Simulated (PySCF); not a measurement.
## Polarisability and C₆ of Cl²⁺ (chlorine, charge +2)

[Ne] 3s1 3p3 3d1, high-spin 6D determinant (an excited configuration). Calculation: PySCF 2.14, in aug-cc-pCVTZ-DK; the spin-free X2C one-electron Hamiltonian (Gaussian nucleus). Coupled (time-dependent) response in atomic units; α is the mean over directions.

```
method  mean α (bohr³)         α xx, yy, zz  C₆ (like pair)  S(−4)
   UHF           6.845  7.660, 7.660, 5.215           23.84  29.03
   PBE           7.508  8.582, 8.582, 5.359           25.84  47.86
  PBE0           7.271  8.256, 8.256, 5.303           25.12  40.44
 B3LYP           7.396  8.436, 8.436, 5.316           25.45  44.19
```

S(−4) is the Cauchy moment in α(ω) = α(0) + S(−4) ω² + …

α(iu) at B3LYP:

```json
{"u (hartree)": "0", "α(iu) (bohr³)": "7.396"}
{"u (hartree)": "0.0500", "α(iu) (bohr³)": "7.289"}
{"u (hartree)": "0.100", "α(iu) (bohr³)": "7.010"}
{"u (hartree)": "0.200", "α(iu) (bohr³)": "6.249"}
{"u (hartree)": "0.300", "α(iu) (bohr³)": "5.519"}
{"u (hartree)": "0.500", "α(iu) (bohr³)": "4.330"}
{"u (hartree)": "0.750", "α(iu) (bohr³)": "3.204"}
{"u (hartree)": "1.00", "α(iu) (bohr³)": "2.394"}
{"u (hartree)": "1.50", "α(iu) (bohr³)": "1.425"}
{"u (hartree)": "2.00", "α(iu) (bohr³)": "0.9308"}
{"u (hartree)": "3.00", "α(iu) (bohr³)": "0.4897"}
{"u (hartree)": "5.00", "α(iu) (bohr³)": "0.2163"}
```

For an ion, C₆ is the dispersion term alone; charge-induced terms of lower order in 1/R come first.

The components differ because the open shell of this determinant is not spherical; for a pure term their mean is the scalar polarisability.

The outer electron is Rydberg-like, and this basis confines it to a smaller radius and binds it less than a complete one would.
